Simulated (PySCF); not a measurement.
Indene, C₉H₈.
Geometry (PBE0-D3(BJ)/def2-SVP, Å), atoms numbered from 1 in this order:
```xyz
17
C9H8 angstrom
C     -2.351    0.422    0.095
C     -1.392    1.364    0.205
C     -0.077    0.742    0.058
C      1.209    1.282    0.093
C      2.299    0.428   -0.081
C      2.109   -0.941   -0.286
C      0.821   -1.484   -0.322
C     -0.267   -0.640   -0.150
C     -1.741   -0.930   -0.139
H     -3.426    0.593    0.162
H     -1.555    2.429    0.376
H      1.362    2.352    0.254
H      3.314    0.834   -0.056
H      2.976   -1.592   -0.420
H      0.680   -2.556   -0.483
H     -2.084   -1.378   -1.089
H     -2.017   -1.650    0.653
```

Level: PBE0/pcSseg-1 and PBE0/def2-SVPD in PySCF, non-relativistic, on one gas-phase PBE0-D3(BJ)/def2-SVP geometry that isn't relaxed in the solvent. The solvent is an IEF-PCM continuum (cavity from Bondi-type radii × 1.2). The model holds no explicit solvent molecules, cavitation or dispersion.

Gas phase at PBE0/pcSseg-1: HOMO -6.35 eV, LUMO -0.74 eV, dipole 0.76 D.

Task: What does the continuum do to the energy, the frontier levels and the dipole at PBE0/pcSseg-1 in chloroform and dichloromethane?

Result: 
```
        solvent      ε  E(solvent) − E(gas) (kJ/mol)  polarisation term (kJ/mol)  distortion of the solute (kJ/mol)  HOMO (eV)  LUMO (eV)  dipole (D)
     chloroform  4.711                        -11.50                      -12.60                               1.10      -6.39      -0.76        1.04
dichloromethane   8.93                        -14.06                      -15.73                               1.67      -6.41      -0.77        1.10
```

The first energy column is the sum of the next two and covers electrostatics alone. From chloroform to dichloromethane the lowering changes by a factor 1.22, Onsager's factor (ε − 1)/(2ε + 1) by 1.18 and ε itself by 1.9.

Task: Give the dipole vector in the frame of the coordinates (D, pointing from negative to positive charge), gas and dichloromethane.

Result: Gas (-0.66, -0.37, -0.03), solvent (-0.94, -0.56, -0.05). Its length changes by +45 % and its direction by 1°.

Task: Which IAO charges (PBE0/pcSseg-1) respond most in chloroform (means over atoms taken as equivalent)?

Result: 
| atoms | environment | gas (e) | solvent (e) | change |
| --- | --- | --- | --- | --- |
| C2 | alkene CH carbon | -0.164 | -0.174 | -0.010 |
| C5 | aromatic CH carbon | -0.153 | -0.162 | -0.009 |
| C6 | aromatic CH carbon | -0.158 | -0.167 | -0.009 |
| C4 | aromatic CH carbon | -0.163 | -0.171 | -0.008 |
| H15 | aromatic hydrogen | +0.147 | +0.155 | +0.008 |
| H16/H17 | methylene hydrogen | +0.163 | +0.171 | +0.008 |
| H10 | vinylic hydrogen | +0.152 | +0.159 | +0.007 |
| H12 | aromatic hydrogen | +0.148 | +0.156 | +0.008 |

Gas phase at PBE0/def2-SVPD: HOMO -6.34 eV, LUMO -0.75 eV, dipole 0.75 D.

Task: What does the continuum do to the energy, the frontier levels and the dipole at PBE0/def2-SVPD in chloroform and dichloromethane?

Result: 
```tsv
solvent	ε	E(solvent) − E(gas) (kJ/mol)	polarisation term (kJ/mol)	distortion of the solute (kJ/mol)	HOMO (eV)	LUMO (eV)	dipole (D)
chloroform	4.711	-10.50	-11.65	1.15	-6.37	-0.76	1.04
dichloromethane	8.93	-12.85	-14.60	1.75	-6.39	-0.77	1.10
```

Task: How does the static polarisability (PBE0/def2-SVPD, frozen core, with the continuum's full static response) change?

Result: 
```csv
medium,isotropic (au),principal values (au),⟨r²⟩ of the electrons (bohr²)
gas,101.9,"59.7, 107.7, 138.2",1048.5
chloroform,132.3,"75.6, 141.1, 180.2",1047.1
dichloromethane,139.5,"80.4, 148.9, 189.2",1046.8
```

The isotropic value in dichloromethane is 1.37 times the gas-phase one; no cavity-field correction is applied. ⟨r²⟩ is taken about the centre of nuclear charge.
